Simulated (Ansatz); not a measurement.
Input file for Ansatz (an electronic-structure program): R-B97M-V/def2-TZVPP on C2H6BCl (SMILES CB(C)Cl).

Ansatz 0.2 input:
```yaml
crystal:
  periodic: [false, false, false]
  atoms:
    - {symbol: C, position_ang: [1.31008945, -0.46763153, 0.01782081]}
    - {symbol: B, position_ang: [0.09854043, 0.50648019, -0.10420978]}
    - {symbol: C, position_ang: [-1.38813415, 0.06726375, 0.06467407]}
    - {symbol: Cl, position_ang: [0.43212905, 2.21948209, -0.45699379]}
    - {symbol: H, position_ang: [2.23724819, 0.01364766, 0.32849525]}
    - {symbol: H, position_ang: [1.09812780, -1.31649837, 0.67182729]}
    - {symbol: H, position_ang: [1.49150293, -0.88843835, -0.98069505]}
    - {symbol: H, position_ang: [-2.10018065, 0.69408188, -0.47180994]}
    - {symbol: H, position_ang: [-1.63363742, 0.15205503, 1.13216445]}
    - {symbol: H, position_ang: [-1.54568565, -0.98044234, -0.20127331]}
basis:
  gaussian:
    orbitals: def2-TZVPP
hamiltonian:
  xc: {name: B97M-V}
scf: {lower_state_search: off}
```

The log:

```
WARN ansatz: RAYON_NUM_THREADS=1 ignored (pool sized by the plan → 1); use --threads N
Functional definition: B97M-V
these checks for a lower state are left out or cut short: stability, starts, cluster_reference, orbital_swaps, neighbouring_geometries, increment
integrals: 0.14 GiB planned
1177 factors; their error is unknown
mean field: 1.05 GiB planned
mean field evaluation 1: about -15359.6794 eV, gradient 7.0e1 eV
mean field evaluation 2: about -15349.2283 eV, gradient 8.9e1 eV
mean field evaluation 4: about -15371.1997 eV, gradient 6.3e0 eV
mean field evaluation 8: about -15371.3034 eV, gradient 5.8e-2 eV
mean field evaluation 16: about -15371.2719 eV, gradient 9.1e-5 eV
mean field -15371.27190399 eV, -564.8838234491 hartree, gradient 2.8e-6 eV, S^2 0.000000; 0 other end points of the search recorded, 0 dependent functions left out
reference -15371.27196204 eV, -564.8838255828 hartree; 20, 20 occupied and 199, 199 virtual orbitals, 1177 factors
Total energy: -15371.27196204 eV, -564.8838255828 hartree
Checks for a lower state left out: stability, starts, cluster_reference, orbital_swaps, neighbouring_geometries, increment
```

The calculation finished and met its thresholds.

Cost: very roughly 10 core-seconds.
